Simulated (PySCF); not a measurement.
Tc⁺ (technetium, charge +1) across methods

[Kr] 4d4 5s2, high-spin 5D determinant (an excited configuration). All numbers are calculated (PySCF 2.14, scalar relativity through the core potential, in def2-QZVPPD with the def2 core potential (28 electrons)).

```tsv
method	E (hartree)	mean ε 4d α (eV)	mean ε 5s α (eV)	mean ε 5s β (eV)	Σ⟨r²⟩ (bohr²)	⟨S²⟩
r2SCAN0	-80.2364	-20.320	-14.097	-12.720	43.60	6.013
M06	-80.2065	-19.436	-13.864	-13.044	43.00	6.001
UHF	-79.67328	-24.720	-15.332	-13.712	44.54	6.012
CAM-B3LYP	-80.2034	-21.114	-14.983	-13.956	43.52	6.004
PBE0	-80.2286	-19.838	-13.916	-12.632	43.51	6.005
PBEsol	-80.1142	-17.943	-13.273	-11.989	43.41	6.005
PBE	-80.2478	-17.986	-13.204	-11.944	43.45	6.005
r2SCAN	-80.2682	-18.637	-13.418	-12.025	43.57	6.015
```

(1) Estimate the same row for LDA.

Energies and moments cover only the electrons outside the core potential.

## Answers

(1) E (hartree) = -80.0529; mean ε 4d α (eV) = -17.987; mean ε 5s α (eV) = -13.468; mean ε 5s β (eV) = -12.261; Σ⟨r²⟩ (bohr²) = 43.38; ⟨S²⟩ = 6.004.
